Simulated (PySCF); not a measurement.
Below is a simulated gas-phase Cl 2p photoelectron spectrum of `[NH3]->[Ga]([Cl])([Cl])[Cl]` (Ga(NH3)Cl3).

Every computed line was given a Gaussian of 0.4 eV full width at half maximum and an area set by the number of equivalent atoms (split 2:1 within a doublet); the highest printed point is 100. Level of theory: delta-SCF UKS SCAN, pcX-2 on the ionised atom, pcseg-1 elsewhere, spin-free X2C (PySCF).

binding energy (eV), intensity and a bar:
```
    204.9          1 
    205.0          6 ##
    205.1         19 ######
    205.2         47 ##############
    205.3         82 ########################
    205.4        100 ##############################
    205.5         87 ##########################
    205.6         53 ################
    205.7         23 #######
    205.8          7 ##
    205.9          2 
    206.0          0 
    206.1          0 
    206.2          0 
    206.3          0 
    206.4          0 
    206.5          0 
    206.6          1 
    206.7          5 ##
    206.8         15 #####
    206.9         32 ##########
    207.0         47 ##############
    207.1         49 ###############
    207.2         36 ###########
    207.3         19 ######
    207.4          7 ##
    207.5          2 #
    207.6          0
```

Problem. Count the maxima, the lines and the sites behind this envelope.

Solution. The curve has 2 maxima (at 205.4 and 207.1 eV). Under it lie 2 lines from 1 inequivalent chlorine site, drawn as a 2p3/2, 2p1/2 pair.

Problem. Decompose the envelope and assign each component. Bonds: Ga1–N2, Ga1–Cl6, Ga1–Cl7, Ga1–Cl8. Hydrogens: H3, H4, H5 on N2.

Solution. 
```json
{"position (eV)": "205.41", "relative area": "2.00", "line": "Cl 2p3/2", "atoms": "Cl6/Cl7/Cl8", "environment": "chlorine bonded to Ga"}
{"position (eV)": "207.06", "relative area": "1.00", "line": "Cl 2p1/2", "atoms": "Cl6/Cl7/Cl8", "environment": "chlorine bonded to Ga"}
```

Problem. What are the centre and the root-mean-square width of the whole band?

Solution. The area-weighted mean of the lines is 205.96 eV. Their own spread about it is 0.78 eV (rms) and each Gaussian has σ = 0.4/2.355 = 0.17 eV; the variances add, which gives 0.80 eV.

No satellites, vibrations or lifetime broadening are included. The first atom of each set that the bonding makes equivalent was ionised and stands for the set. 2p3/2 and 2p1/2 are the ΔSCF energy of one spin-free 2p hole plus the eigenvalues of a spin–orbit and ligand-field matrix of the shell. 2p1/2 minus 2p3/2 (ligand field included): Cl 1.65 eV. Geometry: PBE0-D3(BJ)/def2-SVP; no solvent, vibrations or thermal averaging.
